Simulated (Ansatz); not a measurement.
`Cl[SiH2][NH][GeH2][Cl]` + `CNC(C)=O` → `CC(=O)N[SiH2]Cl` + `C[NH][GeH2][Cl]`  (formal exchange of groups at the Si–N bond)

Computed with Ansatz on PBE0-D4/def2-TZVP structures; ΔE is electronic, products minus reactants. CCSD(T)/CBS adds triple-zeta CCSD(T) − MP2 to the extrapolated MP2 energy (def2 sets, frozen cores). DFT in def2-TZVPP. B3LYP here is the variant with VWN-RPA as its local correlation; programs differ in this. For Ge outer-core shells are correlated without core-valence functions, which leaves a few kJ/mol of doubt a bond. Scalar relativity is left out up to krypton. Each species was taken in one conformer, which may not be the lowest.

`Cl[SiH2][NH][GeH2][Cl]`:

Cartesian coordinates in Å:
```
Cl 0.752 2.723 1.197
Si 0.569 0.670 1.304
N -0.623 0.058 0.247
Ge -0.352 -0.665 -1.405
Cl -0.412 -2.819 -1.264
H 0.226 0.370 2.710
H 1.871 0.103 0.892
H -1.589 0.113 0.538
H 1.051 -0.281 -1.873
H -1.494 -0.273 -2.346
```

`CNC(C)=O`:

Cartesian coordinates in Å:
```
C -1.299 -0.821 1.113
N -0.492 0.138 0.406
C 0.518 -0.229 -0.422
C 1.257 0.909 -1.081
O 0.817 -1.388 -0.628
H -0.929 -1.812 0.854
H -2.351 -0.750 0.822
H -1.223 -0.686 2.195
H -0.681 1.116 0.524
H 1.184 0.790 -2.163
H 2.313 0.837 -0.815
H 0.886 1.897 -0.804
```

`CC(=O)N[SiH2]Cl`:

```xyz
12

C     0.106    2.044   -0.069
C     0.381    0.579   -0.231
O     1.359    0.130   -0.812
N    -0.494   -0.316    0.293
Si    0.025   -1.960   -0.009
Cl   -1.460   -3.091    0.880
H    -0.859    2.300   -0.512
H     0.893    2.614   -0.555
H     0.066    2.306    0.991
H    -1.322   -0.023    0.785
H     1.285   -2.287    0.681
H     0.019   -2.297   -1.443
```

`C[NH][GeH2][Cl]`:

Cartesian coordinates in Å:
```
C -0.408 -1.161 -0.709
N 0.322 -0.586 0.407
Ge 0.151 1.179 0.782
Cl 0.831 2.435 -0.864
H -0.010 -0.882 -1.693
H -0.408 -2.252 -0.636
H -1.451 -0.836 -0.670
H 1.274 -0.921 0.454
H -1.337 1.502 0.947
H 1.037 1.521 1.982
```

```csv
level,ΔE (eV)
B3LYP-D4,0.25
HF/def2-TZVPP,0.26
```

Q: What does CCSD(T)/CBS give? (Estimate.)

A: Ansatz gave: +0.21 eV. The listed levels differ from it by 0.04, 0.05 eV.

Largest T1 diagnostic among the species: 0.014.

In def2-TZVPP, CCSD(T) changes the Hartree–Fock value by −0.04 eV (the triples alone add −0.01 eV) and MP2 by −0.04 eV.
